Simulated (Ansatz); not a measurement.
The same ligand exchange along the group B, Al, Ga.

Computed with Ansatz on PBE0-D4/def2-TZVP structures; ΔE is electronic, products minus reactants. CCSD(T)/CBS adds triple-zeta CCSD(T) − MP2 to the extrapolated MP2 energy (def2 sets, frozen cores). This one scheme is used for every species. Functionals use def2-TZVPP. For Ga outer-core shells are correlated without core-valence functions, which leaves a few kJ/mol of doubt a bond. Scalar relativity is left out up to krypton. One conformer a species, not always the lowest.

```csv
reaction,CCSD(T)/def2-SVP (kJ/mol),r2SCAN-D4 (kJ/mol),HF/CBS(def2) (kJ/mol),MP2/CBS(def2) (kJ/mol)
`NB(N)Cl` + H₂S → `NB(S)Cl` + NH₃,38,32,50,29
`[NH2][Al]([NH2])[Cl]` + H₂S → `[NH2][Al]([SH])[Cl]` + NH₃,-20,-26,-16,-26
`[NH2][Ga]([NH2])[Cl]` + H₂S → `[NH2][Ga]([SH])[Cl]` + NH₃,-50,-59,-51,-55
```

Task: Give the CCSD(T)/CBS values in the same order. (Estimate.)

Result: Computed: 32, -24, -53 kJ/mol.

Largest T1 diagnostic: 0.012, for `[NH2][Ga]([SH])[Cl]`.
